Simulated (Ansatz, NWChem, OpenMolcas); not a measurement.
# Worked example: SiH(OH)3 + B2NH4 → Si(OH)3 + B2NH5

Species: SiH(OH)3, singlet; B2NH4 `B[N]B`, doublet; Si(OH)3, doublet; B2NH5 `BNB`, singlet. A radical takes H: the energy is the difference in strength between the Si–H bond broken and the N–H bond made.

Shapes, held fixed at every level: PBE0-D4/def2-TZVP. Flexible molecules stand in one conformer, not always the lowest. Programs: Ansatz 0.2.0, NWChem 7.3.0, OpenMolcas 26.06. A level may come from different programs for different species; with the same settings they agree closely. The zero-point and thermal change to 298 K, harmonic and unscaled (PBE0-D4/def2-TZVP), is +15.9 kJ/mol.

At CCSD(T)/CBS estimate; 1 Eh = 2625.50 kJ/mol:

| species | energy (Eh) |
| --- | --- |
| SiH(OH)3 | -517.171670 |
| B2NH4 | -106.667007 |
| Si(OH)3 | -516.506369 |
| B2NH5 | -107.345599 |

Q: Work out ΔH(298 K) of the reaction at this level.

A: 
1. Products less reactants: (-516.506369) + (-107.345599) − [(-517.171670) + (-106.667007)] = -0.013291 Eh = -34.9 kJ/mol.
2. With the thermal change: -34.9 + (+15.9) = -19.0 kJ/mol.

Other levels give -35.0 (MP2/def2-SVP) to +14.7 kJ/mol (B3LYP/6-31G* (Cartesian functions)). No measured value is set beside it here. Open shells run unrestricted. The CBS estimate extrapolates MP2 from def2-TZVPP and def2-QZVPP and adds CCSD(T) − MP2 in the triple-zeta set, cores frozen. The median of the other levels is -6.0 kJ/mol.
